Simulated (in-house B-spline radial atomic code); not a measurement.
Values are calculated unless marked as measured or tabulated.
## Making a Troullier-Martins s channel for B, r_c = 2.13 bohr

B, [He] 2s2 2p1, non-relativistic LDA (VWN5), spherical and spin-unpolarised, from a B-spline radial code for spherical atoms (atomic units). The all-electron 2s level is ε = -0.344701 hartree, its outermost node lies just inside 0.47 bohr and its outer maximum at 1.52 bohr.

Inside r_c the pseudo-orbital is u(r) = r^1 exp(p(r)), with p = c0 + c2 r² + c4 r⁴ + … + c12 r¹². The seven coefficients follow from p and its first four derivatives at r_c, from zero curvature of the screened potential at the origin, c4 = −c2²/(2l + 5), and from the norm inside r_c. At r_c the all-electron orbital has P = 0.6350543, P' = -0.2513492, the screened potential V = -0.4608535, V' = 0.4190082, V'' = -0.5565968, and the norm inside is Q = 0.6397256.

(1) What are p, p' and p'' at r_c?

For a trial c2 the five matching conditions are linear in c0, c6, c8, c10 and c12, and c2 is varied until the norm inside r_c equals Q. The root nearest zero gives:

```tsv
n	c_n
0	-0.510824
2	-0.02211156
4	-9.778423e-05
6	-0.03446925
8	0.01162259
10	-0.001538168
12	7.502812e-05
```

(2) Check c4 and p(r_c), and find the screened pseudopotential at the origin.

Orbitals and screened potentials:

```tsv
r (bohr)	P	u	V all-electron	V pseudo
0.213	-0.2969	0.1277	-16.94	-0.4125
0.532	0.09747	0.317	-4.776	-0.4599
0.852	0.4749	0.4979	-2.291	-0.65
1.172	0.6733	0.6456	-1.37	-0.9253
1.491	0.7309	0.7187	-0.9014	-0.9879
1.81	0.7042	0.7034	-0.6296	-0.7078
2.13	0.6351	0.6351	-0.4609	-0.4609
```

Logarithmic derivatives P'/P at R = 2.43 bohr, for energies E around ε:

```
E − ε (hartree)  all-electron      pseudo
           -0.5      0.746913    0.741307
          -0.25      0.311858    0.308549
           -0.1    -0.0922896  -0.0933083
              0     -0.492429   -0.492429
            0.1      -1.11438    -1.11776
           0.25      -3.38004    -3.47612
            0.5       8.45223     7.23502
```

(3) With P(R) = 0.5553292 and a norm of 0.7463553 inside R, what slope in energy does norm conservation fix?

Answers

(1) p = ln(P/r_c^1) = ln(0.6350543/2.13) = -1.21017. p' = P'/P − 1/r_c = -0.39579 − 0.46948 = -0.86528. The radial equation gives p'' = 2(V − ε) − 2(1) p'/r_c − p'² = -0.23231 − (-0.81246) − 0.74870 = -0.16854. Differentiating, p''' = 2V' + 2(1)p'/r_c² − 2(1)p''/r_c − 2p'p'' = 0.32316, and p'''' = 2V'' − 4(1)p'/r_c³ + 4(1)p''/r_c² − 2(1)p'''/r_c − 2p''² − 2p'p''' = -0.70463.

(2) −c2²/5 = -9.77842e-05, as listed. The terms c_n r_c^n are -0.51082, -0.10032, -0.00201, -3.21892, 4.92425, -2.95665, 0.65430, which sum to -1.21017. Inverting the radial equation, V_l(r) = ε + 1 p'/r + (p'' + p'²)/2, so V_l(0) = ε + (2l + 3) c2 = -0.344701 + 3 × (-0.0221116) = -0.4110 hartree, finite where the all-electron potential diverges.

(3) d(P'/P)/dE = −2 × (norm inside R)/P(R)² = -4.8403 per hartree·bohr at E = ε, for both atoms, since orbital and norm agree at R. Differences over ±0.1 hartree give -5.1105 (all-electron) and -5.1223 (pseudo), which also hold third-order terms. Half a hartree below ε the two curves differ by -0.0056.
